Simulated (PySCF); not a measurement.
Isomers of C6H12OSi2, mass 156.043 u with the commonest isotopes. Method: PBE0/pcSseg-1 in PySCF (dipole) on a GFN2-xTB geometry, gas phase. One conformer each, none proved a minimum here; rigid rotors.

Question: Order these by radius of gyration √(Σ m r²/M), largest first.
A. `[CH2:1]=[CH:2][SiH:3]([CH:4]=[CH2:5])[C:6](=[CH2:7])[O:8][SiH3:9]` with C1–C2–Si3–C4 1°, C2–Si3–C4–C5 104°, C2–Si3–C6–C7 -117°, Si3–C6–O8–Si9 -175°
B. `[CH:1]#[C:2][SiH2:3][CH2:4][C:5](=[O:6])[CH2:7][CH2:8][SiH3:9]` with C2–Si3–C4–C5 177°, Si3–C4–C5–O6 80°, C4–C5–C7–C8 -165°, C5–C7–C8–Si9 -45°
C. `[CH2:1]=[C:2]([CH3:3])[C@@:4]1([SiH3:5])[CH:6]=[CH:7][O:8][SiH2:9]1` with C1–C2–C4–Si5 -128°
D. `[CH3:1][C:2]#[C:3][SiH2:4][O:5][SiH2:6][CH:7]1[CH2:8][CH2:9]1` with C3–Si4–O5–Si6 11°, Si4–O5–Si6–C7 24°, O5–Si6–C7–C8 115°
E. `[CH:1]#[C:2][Si@@H:3]([O:4][CH:5]1[CH2:6][CH2:7]1)[SiH2:8][CH3:9]` with C2–Si3–O4–C5 -53°, Si3–O4–C5–C6 83°, C2–Si3–Si8–C9 -45°

Answer: B (2.815 Å), D (2.629 Å), A (2.461 Å), E (2.434 Å), C (2.088 Å).

Question: Order these by rotational constant A, smallest first.
A. `[CH:1]#[C:2][Si@@H:3]([O:4][CH:5]1[CH2:6][CH2:7]1)[SiH2:8][CH3:9]` with C2–Si3–O4–C5 -53°, Si3–O4–C5–C6 83°, C2–Si3–Si8–C9 -45°
B. `[CH:1]#[C:2][Si@:3]1([CH3:4])[CH2:5][C@H:6]([O:7][SiH3:8])[CH2:9]1` with C5–C6–O7–Si8 67°, C2–Si3–C5–C6 -122°, Si3–C5–C6–O7 132°, C5–C6–C9–Si3 -12°, C2–Si3–C9–C6 121°
C. `[CH2:1]=[CH:2][SiH:3]([CH:4]=[CH2:5])[C:6](=[CH2:7])[O:8][SiH3:9]` with C1–C2–Si3–C4 1°, C2–Si3–C4–C5 104°, C2–Si3–C6–C7 -117°, Si3–C6–O8–Si9 -175°
D. `[CH3:1][C:2]#[C:3][SiH2:4][O:5][SiH2:6][CH:7]1[CH2:8][CH2:9]1` with C3–Si4–O5–Si6 11°, Si4–O5–Si6–C7 24°, O5–Si6–C7–C8 115°
E. `[CH3:1][SiH2:2][c:3]1[cH:4][cH:5][c:6]([CH2:7][SiH3:8])[o:9]1` with C1–Si2–C3–C4 -12°, C5–C6–C7–Si8 -105°
F. `[CH:1]#[C:2][SiH2:3][CH2:4][C:5](=[O:6])[CH2:7][CH2:8][SiH3:9]` with C2–Si3–C4–C5 177°, Si3–C4–C5–O6 80°, C4–C5–C7–C8 -165°, C5–C7–C8–Si9 -45°

Answer: D (1303 MHz), A (1432 MHz), C (1503 MHz), B (2207 MHz), E (2795 MHz), F (3563 MHz).

Question: Order these by rotational constant C, largest first.
A. `[CH:1]#[C:2][Si@@H:3]([O:4][CH:5]1[CH2:6][CH2:7]1)[SiH2:8][CH3:9]` with C2–Si3–O4–C5 -53°, Si3–O4–C5–C6 83°, C2–Si3–Si8–C9 -45°
B. `[CH:1]#[C:2][Si@:3]1([CH3:4])[CH2:5][C@H:6]([O:7][SiH3:8])[CH2:9]1` with C5–C6–O7–Si8 67°, C2–Si3–C5–C6 -122°, Si3–C5–C6–O7 132°, C5–C6–C9–Si3 -12°, C2–Si3–C9–C6 121°
C. `[CH:1]#[C:2][SiH2:3][CH2:4][C:5](=[O:6])[CH2:7][CH2:8][SiH3:9]` with C2–Si3–C4–C5 177°, Si3–C4–C5–O6 80°, C4–C5–C7–C8 -165°, C5–C7–C8–Si9 -45°
D. `[CH2:1]=[C:2]([CH3:3])[C@@:4]1([SiH3:5])[CH:6]=[CH:7][O:8][SiH2:9]1` with C1–C2–C4–Si5 -128°
E. `[CH3:1][SiH2:2][c:3]1[cH:4][cH:5][c:6]([CH2:7][SiH3:8])[o:9]1` with C1–Si2–C3–C4 -12°, C5–C6–C7–Si8 -105°
F. `[CH3:1][C:2]#[C:3][SiH2:4][O:5][SiH2:6][CH:7]1[CH2:8][CH2:9]1` with C3–Si4–O5–Si6 11°, Si4–O5–Si6–C7 24°, O5–Si6–C7–C8 115°

Answer: D (924.7 MHz), A (614.7 MHz), B (506.3 MHz), F (488.5 MHz), E (475.5 MHz), C (425.8 MHz).

| SMILES | point group | Ia (u·Å²) | Ib (u·Å²) | Ic (u·Å²) | κ | μa (D) | μb (D) | μc (D) |
| --- | --- | --- | --- | --- | --- | --- | --- | --- |
| CC#C[SiH2]O[SiH2]C1CC1 | C1 | 387.79 | 735.44 | 1034.59 | -0.51 | 0.80 | 2.37 | 0.05 |
| C#C[Si@@H](OC1CC1)[SiH2]C | C1 | 353.02 | 673.93 | 822.22 | -0.67 | 0.79 | 0.66 | 0.77 |
| C=C[SiH](C=C)C(=C)O[SiH3] | C1 | 336.14 | 747.16 | 806.14 | -0.89 | 0.24 | 0.08 | 0.20 |
| C#C[Si@]1(C)C[C@H](O[SiH3])C1 | C1 | 229.01 | 889.53 | 998.25 | -0.93 | 1.08 | 0.83 | 0.68 |
| C[SiH2]c1ccc(C[SiH3])o1 | C1 | 180.81 | 953.33 | 1062.92 | -0.95 | 0.18 | 1.07 | 0.02 |
| C#C[SiH2]CC(=O)CC[SiH3] | C1 | 141.83 | 1145.13 | 1186.95 | -0.99 | 3.29 | 2.66 | 0.32 |
| C=C(C)[C@@]1([SiH3])C=CO[SiH2]1 | C1 | 332.13 | 482.52 | 546.52 | -0.59 | 0.87 | 0.03 | 0.13 |
